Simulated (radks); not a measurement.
Spherical quantum dot in the effective-mass picture: electrons in a hard-walled sphere of radius 3.28, all in effective atomic units (hartree* = m*/eps^2 hartree, bohr* = eps/m* bohr), one dielectric constant everywhere. Calculated with a radial shooting solver with Libxc functionals: non-relativistic Kohn-Sham, LDA (Slater exchange, Perdew-Wang correlation), spin-polarised, spherical densities. Levels are named by radial order and angular momentum (1s, 1p, 1d, 2s, ...), and open shells are averaged over m. Results are scaled to m* = 0.15 and eps = 7.7, for which hartree* = 68.84 meV and bohr* = 2.716 nm.

N = 21, configuration 1s2 1p6 1d10 1f(up 3, down 0). This is the lowest configuration that the search found. Occupied and some empty levels:

level,occupation,eigenvalue (meV),<r> (nm)
1s up,1,596.34,5.857
1s down,1,599.05,5.832
1p up,3,614.16,6.140
1p down,3,617.09,6.127
1d up,5,644.10,6.366
1d down,5,647.17,6.360
1f up,3,684.57,6.550
1f down,0,687.74,6.546
2s up,0,705.16,4.013
2s down,0,706.25,4.017
1g up,0,734.67,6.703
1g down,0,737.89,6.701
2p up,0,761.90,4.668
2p down,0,763.35,4.665
2d up,0,828.62,5.088
2d down,0,830.38,5.084

Energy (meV): total 7574.94, kinetic 2239.0, external 0, Hartree 6043.2, exchange-correlation -707.29.

Electron density:

r (nm),n(r) (e/nm^3)
0.699,0.0006206
1.36,0.0008685
2.03,0.001386
2.69,0.002329
3.36,0.003880
4.02,0.006141
4.69,0.009020
5.35,0.01193
6.02,0.01371
6.69,0.01288
7.35,0.008941
8.01,0.003585
8.68,0.0002453
